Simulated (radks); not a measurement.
Results of a calculation; reference values are marked as such.
Effect of the nuclear size on the technetium ion Tc5+, [Kr] 4d2. Code: a radial shooting solver on a logarithmic mesh with Libxc functionals. Model: Dirac Kohn-Sham, LDA (Slater exchange, Perdew-Wang correlation), spin-unpolarised, spherical densities, finite nucleus; open shells fill j = l - 1/2 first; Fermi nuclear charge, rms radius 4.4112 fm. The rms radius is varied about that value; shifts are against it.

| rms radius (fm) | total energy shift (eV) | density at nucleus (e/bohr^3) | 1s1/2 shift (meV) | 2s1/2 shift (meV) | 4s1/2 shift (meV) | 4p1/2 shift (meV) | 4d3/2 shift (meV) | 5s1/2 (empty) shift (meV) |
|---|---|---|---|---|---|---|---|---|
| 3.9568 | -0.326 | 1.01e+05 | -138 | -14.9 | -0.476 | 0.042 | 0.027 | -0.112 |
| 4.2568 | -0.114 | 1.001e+05 | -48.3 | -5.21 | -0.167 | 0.015 | 0.010 | -0.039 |
| 4.4112 | 0 | 9.972e+04 | 0.000 | 0.000 | 0.000 | 0.000 | 0.000 | 0.000 |
| 4.6494 | 0.184 | 9.913e+04 | 77.6 | 8.36 | 0.268 | -0.024 | -0.015 | 0.063 |
| 5.2758 | 0.707 | 9.772e+04 | 299 | 32.2 | 1.03 | -0.091 | -0.059 | 0.242 |

Slopes of the eigenvalues against <r^2> in GHz/fm^2, as finite differences over the two radii next to the reference (eigenvalue slopes, not the field-shift constants of lines): 1s1/2 8710, 2s1/2 939, 4s1/2 30.1, 4p1/2 -2.65, 5s1/2 (empty) 7.07.
